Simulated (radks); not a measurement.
Q: The mean radii <r> (bohr) of the occupied orbitals of an atom or ion are listed with their occupations. Calculated with a radial shooting solver on a logarithmic mesh with Libxc functionals: Dirac Kohn-Sham, BLYP, spin-unpolarised, spherical densities, point nucleus.

| orbital | occ. | <r> |
|---|---|---|
| 1s1/2 | 2 | 0.02842 |
| 2s1/2 | 2 | 0.1222 |
| 2p1/2 | 2 | 0.1032 |
| 2p3/2 | 4 | 0.1087 |
| 3s1/2 | 2 | 0.3303 |
| 3p1/2 | 2 | 0.3209 |
| 3p3/2 | 4 | 0.3322 |
| 3d3/2 | 4 | 0.3034 |
| 3d5/2 | 6 | 0.3069 |
| 4s1/2 | 2 | 0.7903 |
| 4p1/2 | 2 | 0.8318 |
| 4p3/2 | 4 | 0.8609 |
| 4d3/2 | 4 | 1.017 |
| 4d5/2 | 6 | 1.029 |
| 5s1/2 | 1 | 2.077 |
| 5p1/2 | 2 | 2.425 |

Name the element and its charge. Open shells, if any, fill j = l - 1/2 first.

A: Z = 51, antimony, charge +2: Sb2+ in [Kr] 4d10 5s1 5p2. The 1s radius gives Z: for a bare nucleus <r> = (2 gamma + 1)/(2Z) with gamma = sqrt(1 - (Z/c)^2), 0.028 bohr for Z = 51, and screening makes it slightly larger (0.02842 here). The occupations add up to 49, and the charge is Z minus that.
